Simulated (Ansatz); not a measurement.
Tetraphenylgermane (C₂₄H₂₀Ge). Total charge 0; singlet. Geometry PBE-D4/def2-SVP, basis def2-TZVP, Ansatz.

```tsv
run	HOMO (eV)	LUMO (eV)
A	-7.09	-0.78
B	-6.31	-1.89
C	-6.11	-1.62
D	-6.03	-1.52
```

Single mean-field runs in def2-TZVP are fitted with def2-universal-jkfit.

Problem. The runs used LDA (SPW92), PBE, PBE0, revPBE. Estimate which is which.

Solution. A PBE0 (25 % exact exchange); B LDA (SPW92) (0 % exact exchange); C PBE (0 % exact exchange); D revPBE (0 % exact exchange). Exact exchange lowers occupied and raises empty levels; among semilocal functionals meta-GGAs tend to open the gap a little, and such runs are hard to tell apart. The gap grows from 4.42 eV (LDA (SPW92)) to 6.30 eV (PBE0).
